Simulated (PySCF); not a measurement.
Electron correlation in Cl⁺ (chlorine, charge +1)

[Ne] 3s2 3p3 4s1, high-spin 5S determinant (an excited configuration). Computed with PySCF 2.14 in aug-cc-pVQZ-DK (7s6p4d3f2g, 84 functions), with the spin-free X2C one-electron Hamiltonian (Gaussian nucleus). Frozen: [Ne]; 6 electrons correlated.

MP2 pair energies summed by pair of shells (mhartree):

```json
{"pair": "3s-3p", "energy": "-68.15", "share (%)": "57.8"}
{"pair": "3p-3p", "energy": "-22.89", "share (%)": "19.4"}
{"pair": "3s-3s", "energy": "-11.08", "share (%)": "9.4"}
{"pair": "3p-4s", "energy": "-9.20", "share (%)": "7.8"}
{"pair": "3s-4s", "energy": "-6.64", "share (%)": "5.6"}
```

Total MP2 correlation energy: -117.97 mhartree.

Same-spin part -36.23 and opposite-spin part -81.74 mhartree; SCS-MP2 scales them by 1/3 and 6/5 to -110.16 mhartree.
